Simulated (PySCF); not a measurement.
Species: C₄H₇BrO₂.
Atom-mapped SMILES: `[CH3:1][O:2][C@H:3]([CH3:4])[C:5](=[O:6])[Br:7]` (hydrogens: H8, H9, H10 on C1; H11 on C3; H12, H13, H14 on C4)

Geometry (PBE0-D3(BJ)/def2-SVP, Å), atoms numbered from 1 in this order:
```
atom  x, y, z in Å
C1     1.8610    0.0486   -0.8114
O2     0.5848   -0.5313   -0.7758
C3    -0.2100   -0.1566    0.2939
C4    -1.4212   -1.0742    0.3339
C5    -0.6563    1.3003    0.1581
O6    -0.5700    1.9889   -0.7923
Br7   -1.4368    1.9832    1.8434
H8     1.8200    1.1319   -1.0183
H9     2.4169   -0.4398   -1.6225
H10    2.4053   -0.1134    0.1386
H11    0.3401   -0.2180    1.2562
H12   -1.9845   -0.9853   -0.6058
H13   -2.0782   -0.8321    1.1786
H14   -1.0687   -2.1098    0.4320
```

Level of theory: core-valence-separated Tamm–Dancoff BHandHLYP/aug-pcX-1 (pcseg-1 on H, def2-SVPD on Br) in PySCF, non-relativistic, gas phase, PBE0-D3(BJ)/def2-SVP geometry. No empirical shift is added; at this level the pattern usually sits a few eV under experiment.

The lowest roots of each edge with f over 0.003 (five at most, numbered afresh; weaker and dark ones are left out), with transition dipoles (au) in the frame of the coordinates:

```
root  edge  E (eV)       f       μx       μy       μz
   1     C  284.26  0.0830  -0.0989  -0.0333  -0.0322
   2     C  285.11  0.0071   0.0283   0.0144  -0.0037
   3     C  285.89  0.0151   0.0317   0.0337  -0.0050
   4     C  286.41  0.0146  -0.0221   0.0153  -0.0369
   5     C  286.48  0.0625   0.0387  -0.0408  -0.0758
   6     O  529.18  0.0502   0.0560   0.0190   0.0194
   7     O  533.14  0.0156  -0.0142   0.0147   0.0278
   8     O  533.16  0.0084   0.0047  -0.0188  -0.0165
   9     O  533.93  0.0078   0.0017  -0.0192  -0.0149
  10     O  534.34  0.0181   0.0366   0.0022  -0.0061
```

Q: Molecules are fixed in this frame and the field points along (1, 0, −1)/√2. What effective strengths 3 f cos²θ do the roots have (θ between field and μ)?

A: root 1 (C5): 0.046, root 2 (C4): 0.011, root 3 (C4): 0.014, root 4 (C4): 0.002, root 5 (C5): 0.138, root 6 (O6): 0.026, root 7 (O6): 0.035, root 8 (O2): 0.009, root 9 (O2): 0.005, root 10 (O2): 0.036. Root 5 is the strongest. Averaged over all orientations cos²θ is 1/3, which gives f back.

 The BHandHLYP/aug-pcX-1 (pcseg-1 on H, def2-SVPD on Br) calculation is non-relativistic and has no spin–orbit coupling, an omission that weighs most on bromine.

One conformer stands for the species.
